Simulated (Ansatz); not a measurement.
Si3Te. Charge 0, multiplicity 1. Geometry PBE-D4/def2-SVP.

Cartesian coordinates in Å:
```
Si -0.329 1.656 -0.158
Si -0.642 -1.460 -0.578
Si 1.155 0.004 -0.888
Te -0.185 -0.200 1.624
```

In the def2 sets Te takes a core potential; there is no spin–orbit coupling. The restricted singlet is unstable towards broken spin symmetry in Hartree–Fock (as tested in another run); at PBE-D4/def2-TZVP, r2SCAN-D4/def2-TZVP, PBE0-D4/def2-TZVP, BHLYP-D4/def2-TZVP and others this wasn't settled. Another isomer (singlet) lies 0.02 eV lower at PBE0-D4/def2-TZVP; other spin states weren't run for this one.

**Question.** Estimate the orbital energies around the gap (eV) in Ansatz with PBE-D4/def2-TZVP, r2SCAN-D4/def2-TZVP, PBE0-D4/def2-TZVP, BHLYP-D4/def2-TZVP, ωB97M-V/def2-TZVP.

**Answer.** 
```tsv
orbital	PBE-D4/def2-TZVP	r2SCAN-D4/def2-TZVP	PBE0-D4/def2-TZVP	BHLYP-D4/def2-TZVP	ωB97M-V/def2-TZVP
HOMO−5	-9.16	-9.47	-10.40	-11.44	-12.70
HOMO−4	-7.35	-7.66	-8.29	-8.98	-10.07
HOMO−3	-6.75	-7.03	-7.70	-8.41	-9.47
HOMO−2	-6.43	-6.66	-7.30	-7.92	-9.06
HOMO−1	-5.50	-5.71	-6.32	-7.00	-8.06
HOMO	-5.44	-5.63	-6.31	-6.93	-8.01
LUMO	-3.78	-3.80	-3.18	-2.37	-1.38
LUMO+1	-2.76	-2.69	-2.07	-1.21	-0.27
LUMO+2	-2.61	-2.50	-1.86	-0.93	-0.01
LUMO+3	-1.73	-1.58	-1.02	-0.16	0.76
LUMO+4	-1.47	-1.25	-0.74	0.11	1.00
LUMO+5	-0.15	0.14	0.59	1.41	2.12
```
